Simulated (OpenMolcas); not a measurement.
An OpenMolcas run meant for Zn (ANO-RCC-VDZ, DKH2; inactive shells 1s 2s 2p 3s 3p 3d; intended active space 2 electrons in 8 orbitals (4s 4p 5s 5p)). One step of its input:

```
&CASPT2
Multistate=1 1
Frozen=3 6
IPEA=0.25
Imaginary=1.5
MaxIter=60
WThr=0.0 0.3 0.05
PrWF=0.5
NoMix
```

The run finished. Its levels beside those of a sound run (SS-CASPT2, IPEA 0.25 Eh, imaginary shift 0.1 Eh (closed shells correlated: 3d)), in cm-1 above each run's lowest level:

```json
{"Level": "4s2 1S0", "This run": "0.0", "Usual run": "0.0"}
{"Level": "4s 4p 3P* 0", "This run": "29599", "Usual run": "29710"}
{"Level": "4s 4p 3P* 1", "This run": "29757", "Usual run": "29868"}
{"Level": "4s 4p 3P* 2", "This run": "30072", "Usual run": "30184"}
```

Problem. Which setting is unsound, and how much does it matter here?

Solution. The level shift is far above the usual 0.1 to 0.3 hartree and damps the second-order energy. Against the sound run the excited levels shown move by 110 cm-1 on average and by 110 cm-1 at most.

Some high roots are left out of the spin-orbit mixing, which shifts the levels that they would mix with. Active for correlation alone: 5p 5s; no level in the range computed is led by a configuration that fills them, so any true level of that kind is missing. Only configurations of the active space appear.

* marks odd parity.
